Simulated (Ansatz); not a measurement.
Reaction (redistribution): `NC[SiH](O)O` + `F[SiH2]/C=C\[SiH2]F` → `O[SiH](O)/C=C\[SiH2]F` + `NC[SiH2]F`

Program: Ansatz. Geometries: PBE0-D4/def2-TZVP. ΔE: electronic, gas phase. CBS: MP2 limit from def2 TZ/QZ plus the TZ coupled-cluster correction, frozen cores. Double bonds are as drawn, so ΔE can hold a change between cis and trans. Each species was taken in one conformer, which may not be the lowest.

`NC[SiH](O)O`:

```xyz
12

N    -0.586    0.784    1.390
C    -0.830   -0.222    0.348
Si    0.781   -0.504   -0.587
O     0.565   -1.130   -2.086
O     1.468    0.986   -0.657
H    -0.038    0.391    2.145
H    -1.453    1.106    1.801
H    -1.285   -1.156    0.707
H    -1.535    0.204   -0.376
H     1.655   -1.490    0.095
H     0.222   -0.542   -2.761
H     1.036    1.571   -0.019
```

`F[SiH2]/C=C\[SiH2]F`:

Z-matrix (Å, degrees):
```
Si
C 1 1.871
F 1 1.606 2 104.4
H 1 1.480 2 113.0 3 115.8
H 1 1.480 2 113.0 3 -115.8
C 2 1.338 1 129.3 3 179.6
H 2 1.093 1 113.1 3 -0.3
Si 6 1.849 2 124.3 1 0.1
H 6 1.091 2 118.3 1 -180.0
F 8 1.608 6 106.4 2 0.4
H 8 1.483 6 112.2 2 -117.6
H 8 1.483 6 112.1 2 118.4
```

`O[SiH](O)/C=C\[SiH2]F`:

Cartesian coordinates in Å:
```
O -0.885 -2.551 1.042
Si -0.919 -1.287 0.001
O 0.472 -1.117 -0.871
C -1.006 0.350 0.853
C -0.158 1.348 0.579
Si 1.243 1.420 -0.664
F 1.721 2.959 -0.562
H -0.260 -2.514 1.768
H -2.061 -1.596 -0.889
H 0.633 -1.671 -1.635
H -1.771 0.512 1.613
H -0.270 2.282 1.136
H 2.435 0.624 -0.299
H 0.827 1.240 -2.073
```

`NC[SiH2]F`:

Cartesian coordinates in Å:
```
N -1.377 -0.497 -0.021
C -0.094 -0.315 0.655
Si 0.922 0.737 -0.512
F 2.448 0.815 -0.020
H -1.293 -1.147 -0.791
H -2.085 -0.859 0.605
H -0.256 0.262 1.571
H 0.422 -1.239 0.952
H 0.917 0.123 -1.866
H 0.395 2.120 -0.573
```

| species | HF/def2-TZVPP energy (Eh) |
| --- | --- |
| `NC[SiH](O)O` | -535.27676 |
| `F[SiH2]/C=C\[SiH2]F` | -856.23170 |
| `O[SiH](O)/C=C\[SiH2]F` | -907.17453 |
| `NC[SiH2]F` | -484.33664 |

Task: Work out ΔE.

Result: ΔE = (-907.17453) + (-484.33664) − (-535.27676) − (-856.23170) = -0.00271 Eh = -7.1 kJ/mol. CCSD(T)/CBS gives -7.5 kJ/mol.

Largest T1 diagnostic among the species: 0.012.
